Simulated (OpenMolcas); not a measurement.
# V⁺: Racah parameters, worked from levels

| Item | Value |
| --- | --- |
| Program | OpenMolcas 26.06 |
| Basis | ANO-RCC-VTZP [6s5p3d2f1g] |
| Scalar Hamiltonian | DKH2, point nucleus |
| Active space | 4 electrons in 6 orbitals (3d 4s) |
| State averaging | 2S+1 = 5 even, 15 roots; 2S+1 = 3 even, 80 roots; 2S+1 = 1 even, 70 roots |
| Spin-orbit coupling | state interaction with AMFI integrals over the reference wave functions, term energies averaged over their components |

Methods: CASSCF; MS-CASPT2, IPEA 0.25 Eh, imaginary shift 0.1 Eh (closed shells correlated: 3s 3p).

**Racah parameters.** Above ⁵D, d4 has ³G at 9B + 4C, ³H at 4B + 4C and ³D at 16B + 4C. The first two fix B and C, and the third tests them; where it misses by thousands of cm-1, two parameters do not describe the configuration (Trees and configuration-interaction terms are left out) and B and C hang on the terms chosen. Term energies are centres of gravity, weighted by 2J + 1.

| Source | ³G | ³H | B | C | C/B | ³D from B, C | ³D found |
| --- | --- | --- | --- | --- | --- | --- | --- |
| CASSCF | 19003 | 13902 | 1020 | 2455 | 2.41 | 26140 | 25217 |
| MS-CASPT2 | 16054 | 13170 | 577 | 2716 | 4.71 | 20096 | 19666 |

Energies in cm-1. From CASSCF to MS-CASPT2, B changes by -43.4 % and C by +10.6 %.

CASPT2 breaks the degeneracy within a term, and the mean is taken; among the terms shown or strongly mixed into the levels shown the widest spread is 290 cm-1 (3d⁴ ³H, MS-CASPT2). Configurations are named by rounded mean occupations; where the s occupation lies near a half they are strongly mixed, a name can repeat and a true partner stay unpaired. Without dynamic correlation excited terms often stand tens of per cent too high (terms of higher spin than the ground term too low), and those without a measured partner can miss by more than the paired ones (holds for CASSCF). The lowest computed level is not the ground level that NIST lists (5D0) (holds for CASSCF). Blocks of more than 70 roots (2S+1 = 3 even) ran without multistate coupling (holds for MS-CASPT2). Levels of configurations outside the active space are missing.
